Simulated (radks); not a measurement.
The numbers below are computed, except where a source is named.
Effect of the nuclear size on the caesium ion Cs23+, [Ar] 3d10 4s2 4p2. Code: a radial shooting solver on a logarithmic mesh with Libxc functionals. Model: Dirac Kohn-Sham, exchange-only LDA, spin-unpolarised, spherical densities, finite nucleus; open shells fill j = l - 1/2 first; Fermi nuclear charge, rms radius 4.8041 fm. The rms radius is varied about that value; shifts are against it.

rms radius (fm),total energy shift (eV),density at nucleus (e/bohr^3),1s1/2 shift (meV),2s1/2 shift (meV),3s1/2 shift (meV),3p1/2 shift (meV),4s1/2 shift (meV),4p1/2 shift (meV),5s1/2 (empty) shift (meV)
4.266,-1.57,3.021e+05,-656,-78.2,-15.8,0.827,-4.48,0.287,-1.87
4.5255,-0.834,2.988e+05,-347,-41.5,-8.38,0.438,-2.37,0.152,-0.989
4.8041,0,2.955e+05,0.000,0.000,0.000,0.000,0.000,0.000,0.000
5.0347,0.721,2.93e+05,300,35.8,7.24,-0.379,2.05,-0.131,0.855
5.6784,2.88,2.865e+05,1200,143,28.9,-1.51,8.18,-0.524,3.41

Slopes of the eigenvalues against <r^2> in GHz/fm^2, as finite differences over the two radii next to the reference (eigenvalue slopes, not the field-shift constants of lines): 1s1/2 32200, 2s1/2 3840, 3s1/2 776, 3p1/2 -40.6, 4s1/2 220, 4p1/2 -14.1, 5s1/2 (empty) 91.6.
